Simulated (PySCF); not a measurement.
Static response to an electric field

Species: C4H5S3 (charge +1).
Geometry (GFN2-xTB, Å), atoms numbered from 1 in this order:
```xyz
12
C4H5S3 angstrom
C     -2.5749   -0.1987   -0.1209
S     -1.6057    1.2978    0.1847
C     -0.0134    0.6769    0.2366
S      1.3086    1.7328    0.5465
C      2.5071    0.4919    0.4642
C      2.0859   -0.7534    0.2121
S      0.3882   -0.9784   -0.0008
H     -2.4325   -0.9058    0.6916
H     -2.2953   -0.6364   -1.0751
H     -3.6140    0.1180   -0.1539
H      3.5324    0.7771    0.6208
H      2.7148   -1.6224    0.1328
```

Level: CAM-B3LYP/def2-SVPD (PySCF), static field, nuclei fixed, core orbitals frozen in the response. The polarisability tensor in these axes (au):

```
x   136.44  -3.05   6.98
y    -3.05  97.31   6.06
z     6.98   6.06  60.35
```

Question: What are the eigenvalues, a third of the trace, and Δα (Δα² = ½Σ(αi − αj)² over the three pairs)?

Answer: Principal values 58.68, 98.18 and 137.24 au; mean 98.03 au = 14.53 Å³ = 16.16 × 10⁻⁴⁰ C²·m²/J; Δα = 68.03 au (69 % of the mean).

Question: What depolarisation ratio follows for Rayleigh scattering of linearly polarised light, taking the static tensor?

Answer: ρ = 3Δα²/(45ᾱ² + 4Δα²) = 13884.3/(432475 + 18512.4) = 0.0308.

Question: Give the eigenvalues of the traceless quadrupole moment Θ = ½Σq(3rr − r²1), origin at the centre of nuclear charge.

Answer: -21.89, -4.14, 26.04 D·Å. The values depend on the origin, since the species is charged. The electronic extent ⟨r²⟩ about the same centre is 1222 bohr², a root-mean-square distance of 2.12 Å for the 76 electrons.

Question: Form Σ f/ω² (atomic units) for the 8 lowest TDDFT singlets, given as eV and f, and set it beside the mean polarisability, which is this sum over all singlets: 3.97, 0.2170; 5.07, 0.0002; 5.52, 0.0161; 6.05, 0.0004; 6.10, 0.0187; 6.15, 0.0096; 6.22, 0.1672; 6.49, 0.0001.

Answer: They add up to 14.34 au, 14.6 % of the 98.03 au; the largest single term is 10.17 au, from the state at 3.97 eV. Terms in order: 10.17, 0.01, 0.39, 0.01, 0.37, 0.19, 3.20, 0.00 au. Higher excitations give the rest. The strengths listed sum to 0.429.

Isolated species at its GFN2-xTB geometry (one conformer only).

These values come from a run that also computed excited states. Time: 38 s of wall time; peak memory 0.90 GiB. Hardware: one thread of an Arm Neoverse V1, no GPU (shared host).
